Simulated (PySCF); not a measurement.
TDDFT excited states: CH7AsSi

Compound: CH₇AsSi.
Cartesian coordinates in Å at the PBE0-D3(BJ)/def2-SVP level; atoms count from 1:
```
atom  x, y, z in Å
C1     1.6577    0.2363    0.1126
As2    0.3410   -1.2389   -0.0018
Si3   -1.5857    0.1341    0.1156
H4     2.6546   -0.1970    0.2755
H5     1.4365    0.9494    0.9179
H6     1.6671    0.7682   -0.8495
H7     0.2898   -1.5270    1.4971
H8    -2.7951   -0.7141    0.3417
H9    -1.7354    0.8463   -1.1910
H10   -1.4928    1.1581    1.2033
```

Computed with PySCF 2.14.0, density-fitted response routines, TDDFT CAM-B3LYP/def2-SVPD, vertical, gas phase, core orbitals frozen in the response. Relativistic effects, spin–orbit coupling among them, are left out although an element past zinc is present.

**Question.** What does the calculation give for the low-lying excited states?

**Answer.** 

| state | E (eV) | E (kJ/mol) | λ (nm) | f | main configurations (H = HOMO, L = LUMO) |
| --- | --- | --- | --- | --- | --- |
| S1 | 5.92 | 572 | 209.3 | 0.048 | H→L (81%) |
| S2 | 6.38 | 615 | 194.4 | 0.042 | H→L+1 (50%), H→L+2 (43%) |
| S3 | 6.50 | 627 | 190.8 | 0.236 | H→L+2 (47%), H→L+1 (27%), H→L (11%) |
| S4 | 7.24 | 699 | 171.3 | 0.0034 | H→L+4 (57%), H→L+3 (30%) |
| S5 | 7.30 | 705 | 169.7 | 0.017 | H→L+3 (47%), H→L+4 (27%) |
| S6 | 7.55 | 729 | 164.2 | 0.074 | H-1→L (78%) |
| S7 | 7.66 | 739 | 161.8 | 0.079 | H→L+5 (49%), H-1→L+1 (23%) |
| S8 | 7.76 | 749 | 159.7 | 0.038 | H-1→L+1 (48%), H→L+5 (35%) |
| S9 | 8.03 | 774 | 154.5 | 0.191 | H-1→L+2 (71%) |
| S10 | 8.32 | 803 | 149.0 | 0.031 | H→L+6 (48%), H-2→L (25%) |

Triplets, Tamm–Dancoff:

```
state  E (eV)  λ (nm)  main configurations (H = HOMO, L = LUMO)
   T1    5.18   239.3                     H→L (74%), H→L+1 (9%)
   T2    5.33   232.6                  H→L+1 (58%), H→L+3 (20%)
   T3    6.01   206.4                     H→L+2 (80%), H→L (9%)
   T4    6.71   184.8                  H-1→L (45%), H→L+4 (24%)
```

The lowest singlet comes at 209 nm (572 kJ/mol) in the ultraviolet; it is of moderate strength; its leading configuration is HOMO→LUMO (81%). The strongest level in the table is S3 at 6.50 eV (191 nm, f = 0.236). Löwdin shares by element: HOMO arsenic 61%, silicon 14%, carbon 10%, hydrogen 6% or more; LUMO arsenic 31%, carbon 19%, silicon 15%, hydrogen 8% or more (atoms not listed hold the other 27%). The listed states span 2.40 eV, and the widest gap between neighbours is 0.74 eV (S3 to S4). Weighted by f, the mean energy of these states is 7.22 eV. Of the 10 states listed, 9 reach f = 0.01 and none stays under 0.0005. All these states lie below the vertical ionisation energy of 9.17 eV (ΔSCF). Only the lowest 10 singlets were computed, as vertical energies without vibronic structure.
